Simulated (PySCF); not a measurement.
Level of theory: PySCF 2.14.0 with PBE-D3(BJ)/def2-TZVP // TPSS-D3(BJ)/def2-SVP. Isolated molecules, 0 K electronic values unless said otherwise. One relaxed conformer stands for a flexible species; it need not be the lowest. 

Reference species: [Y(F)2(OH)] (neutral, multiplicity 1).

```json
{
  "mean_distance_from_the_central_atom_to_its_bonded_neighbours": "2.015 Å",
  "coordination_number": "3",
  "LUMO": "-2.78 eV"
}
```

After one change: the mean distance from the central atom to its bonded neighbours falls by 0.011 Å; the coordination number is nearly the same; the LUMO falls by 0.38 eV.

### Question
What was changed between the two runs? The new species is one of these.
A) [Y(OH)3]
B) [Y(F)3]
C) [Y(F)(OH)2]

### Answer
B, [Y(F)3]
